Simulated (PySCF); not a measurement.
A GIAO shielding run with PySCF 2.14 (density fitting, non-relativistic, gas phase) on `C[Si@@H](F)C[C@H](F)[SiH2]O`, C3H10F2OSi2:

```
$ OMP_NUM_THREADS=1 python probes_run.py task.json out

{"job": {"kind": "nmr", "xc": "PBE0", "basis": "pcSseg-1"}, "charge": 0, "multiplicity": 1}
C     -2.826460    -0.889288    -0.463182
Si    -1.856066     0.726765    -0.328284
F     -2.510677     1.588097     0.885044
C     -0.033708     0.479738     0.162317
C      0.831058    -0.102826    -0.947307
F      0.286722    -1.323136    -1.358854
Si     2.651091    -0.398228    -0.432807
O      3.164311     1.118192    -0.156418
H     -2.430242    -1.521600    -1.250733
H     -3.873683    -0.697896    -0.679323
H     -2.780327    -1.454817     0.464316
H     -1.996861     1.607596    -1.484307
H      0.034151    -0.170074     1.037355
H      0.407286     1.435693     0.444929
H      0.768215     0.537809    -1.834414
H      2.705388    -1.206132     0.785311
H      3.398462    -1.032388    -1.515933
H      4.052580     1.308813     0.131114
```

Hardware: 1 thread of an AMD EPYC, shared host. The job also computes population analyses, field gradients.

Problem. How large is the calculation?

Solution. 82 electrons, 200 basis functions and 1086 auxiliary functions.

Problem. How long does it take, and how much memory does it need?

Solution. 2 min of wall time, with 12 SCF cycles and 4 response iterations; peak memory 0.8 GiB. Times on a shared host scatter by some tens of per cent.
